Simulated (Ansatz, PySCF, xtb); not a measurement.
Reaction (SMILES): C=CC=C [buta-1,3-diene] + 2 C (CH4) → 2 C=C (C2H4) [ethene] + CC (C2H6) [ethane]
Structures are relaxed separately at B3LYP-D3(BJ)/def2-TZVP in Ansatz (a quantum-chemistry and plane-wave program), one conformer each, not searched for the lowest. Unstable Hartree-Fock reference: C=CC=C.

Quantity: bond separation energy (0 K, with B3LYP-D3(BJ) harmonic zero-point energies from PySCF), in kJ/mol. Correlated levels leave the core frozen unless marked. Spin-orbit coupling is left out. No relativistic terms. CBS(X,Y): correlation extrapolated as X^-3; Hartree-Fock from the larger set. [CCSD(T)-MP2]/basis is that difference in the basis named.

```json
[
 {"level": "GFN2-xTB", "program": "xtb", "bond separation energy (kJ/mol)": "___"},
 {"level": "HF-D4/def2-TZVPD", "program": "PySCF + dftd4", "bond separation energy (kJ/mol)": "55.2"},
 {"level": "B3LYP-D3(BJ)/def2-TZVPD", "program": "Ansatz + dftd3", "bond separation energy (kJ/mol)": "___"},
 {"level": "PBE0-D4/def2-TZVPD", "program": "Ansatz + dftd4", "bond separation energy (kJ/mol)": "65.9"},
 {"level": "r2SCAN0/def2-TZVPD", "program": "Ansatz", "bond separation energy (kJ/mol)": "___"},
 {"level": "CAM-B3LYP/def2-TZVPD", "program": "Ansatz", "bond separation energy (kJ/mol)": "58.5"},
 {"level": "B2GP-PLYP/def2-TZVPD", "program": "Ansatz", "bond separation energy (kJ/mol)": "___"},
 {"level": "SCS-MP2/6-31G", "program": "Ansatz", "bond separation energy (kJ/mol)": "58.5"},
 {"level": "CCSD/6-31G", "program": "Ansatz", "bond separation energy (kJ/mol)": "53.7"},
 {"level": "CCSD/aug-cc-pVDZ", "program": "Ansatz", "bond separation energy (kJ/mol)": "53.2"},
 {"level": "RI-MP2/CBS(cc-pVTZ,cc-pVQZ)+[CCSD(T)-MP2]/cc-pVTZ", "program": "Ansatz", "bond separation energy (kJ/mol)": "59.3"}
]
```

Problem. Fill in the missing entries.

Solution. 
- GFN2-xTB, bond separation energy (kJ/mol): 69.5
- B3LYP-D3(BJ)/def2-TZVPD, bond separation energy (kJ/mol): 65.2
- r2SCAN0/def2-TZVPD, bond separation energy (kJ/mol): 66.1
- B2GP-PLYP/def2-TZVPD, bond separation energy (kJ/mol): 62.4
